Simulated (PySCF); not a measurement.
C3H8OSSi.
Cartesian coordinates in Å at the PBE0-D3(BJ)/def2-SVP level; atoms count from 1:
```xyz
14
C3H8OSSi angstrom
S      2.0019    0.3481   -1.0943
C      0.7475   -0.7171   -0.2873
C     -0.5756   -0.7010   -1.0620
O     -1.2535    0.5006   -0.7616
Si    -0.9167    1.0382    0.8032
C      0.4230   -0.2552    1.1435
H      1.1605    1.3768   -1.3430
H      1.1956   -1.7230   -0.3081
H     -0.4077   -0.7643   -2.1478
H     -1.1873   -1.5741   -0.7586
H     -2.1029    0.9242    1.7017
H     -0.4702    2.4603    0.7653
H      1.3147    0.0965    1.6794
H     -0.0192   -1.0867    1.7204
```

All values: PBE0/pcSseg-1 and wB97X-D/def2-SVPD (PySCF, non-relativistic), on one gas-phase PBE0-D3(BJ)/def2-SVP geometry that isn't relaxed in the solvent. The solvent is an IEF-PCM continuum (van der Waals radii × 1.2). The model holds no explicit solvent molecules, cavitation or dispersion.

Gas phase at PBE0/pcSseg-1: HOMO -6.92 eV, LUMO 0.25 eV, dipole 1.82 D.

What does the continuum do to the energy, the frontier levels and the dipole at PBE0/pcSseg-1 in chloroform and water?

| solvent | ε | E(solvent) − E(gas) (kJ/mol) | polarisation term (kJ/mol) | distortion of the solute (kJ/mol) | HOMO (eV) | LUMO (eV) | dipole (D) |
| --- | --- | --- | --- | --- | --- | --- | --- |
| chloroform | 4.711 | -13.91 | -15.29 | 1.38 | -6.94 | 0.37 | 2.26 |
| water | 78.36 | -19.94 | -22.88 | 2.94 | -6.97 | 0.40 | 2.48 |

The polarisation term is half the interaction of the solute with the surface charges that it induces; the rest is the cost of distorting the solute's density. The sum is the electrostatic part of solvation alone. From chloroform to water the lowering changes by a factor 1.43, Onsager's factor (ε − 1)/(2ε + 1) by 1.38 and ε itself by 16.6.

Which radius a makes the point-dipole formula ΔE = −[(ε − 1)/(2ε + 1)]·μ²/a³ give the value in water, with the gas-phase dipole?

μ = 0.716 au and |ΔE| = 0.00760 Eh give a = 1.70 Å; the farthest nucleus lies 2.85 Å from the centroid of the nuclei, so such a sphere wouldn't even hold the nuclei. The formula assumes a rigid point dipole at the centre of a sphere.

Give the dipole vector in the frame of the coordinates (D, pointing from negative to positive charge), gas and water.

Gas (-0.43, -1.13, 1.36), solvent (-0.64, -1.59, 1.79). Its length changes by +36 % and its direction by 2°.

Which Hirshfeld charges (PBE0/pcSseg-1) respond most in chloroform (means over atoms taken as equivalent)?

```csv
atoms,environment,gas (e),solvent (e),change
S1,thiol sulfur,-0.057,-0.078,-0.021
O4,silyl ether oxygen,-0.242,-0.253,-0.011
H14,methylene hydrogen,+0.043,+0.049,+0.006
H8,methine hydrogen,+0.048,+0.054,+0.006
H10,methylene hydrogen,+0.039,+0.045,+0.006
H7,S–H hydrogen,+0.051,+0.056,+0.005
C2,sp3 carbon bound to sulfur,-0.029,-0.026,+0.003
C6,sp3 carbon bound to silicon,-0.171,-0.169,+0.002
```

Which Mayer bond orders change most in chloroform?

```
  bond  length (Å)    gas  solvent  change
 S1–C2       1.833  1.021    1.005  -0.016
 C3–O4       1.412  0.908    0.898  -0.010
O4–Si5       1.689  0.921    0.912  -0.009
Si5–C6       1.893  0.914    0.920  +0.006
 C2–H8       1.101  0.935    0.930  -0.005
 C2–C3       1.533  0.967    0.970  +0.003
 C6–C2       1.538  0.954    0.957  +0.003
 S1–H7       1.352  0.915    0.912  -0.003
```

How do the nuclear quadrupole coupling constants eQVzz/h respond in chloroform?

| nucleus | Q (barn) | gas (MHz) | solvent (MHz) | η gas | η solvent |
| --- | --- | --- | --- | --- | --- |
| 33S at S1 | -0.06781 | 46.20 | 44.67 | 0.59 | 0.60 |
| 17O at O4 | -0.0256 | -10.28 | -10.17 | 0.49 | 0.49 |

Gas phase at wB97X-D/def2-SVPD: HOMO -8.80 eV, LUMO 1.75 eV, dipole 1.93 D.

What does the continuum do to the energy, the frontier levels and the dipole at wB97X-D/def2-SVPD in chloroform?

```
   solvent      ε  E(solvent) − E(gas) (kJ/mol)  polarisation term (kJ/mol)  distortion of the solute (kJ/mol)  HOMO (eV)  LUMO (eV)  dipole (D)
chloroform  4.711                        -13.59                      -15.24                               1.65      -8.83       1.85        2.46
```

How does the static polarisability (wB97X-D/def2-SVPD, frozen core, with the continuum's full static response) change?

```tsv
medium	isotropic (au)	principal values (au)	⟨r²⟩ of the electrons (bohr²)
gas	82.0	74.1, 80.1, 91.7	846.1
chloroform	103.1	94.0, 102.0, 113.4	846.4
```

The isotropic value in chloroform is 1.26 times the gas-phase one; no cavity-field correction is applied. ⟨r²⟩ is taken about the centre of nuclear charge.

Note: wB97X-D ran without an empirical dispersion term, which enters the total energy and its gradient alone.
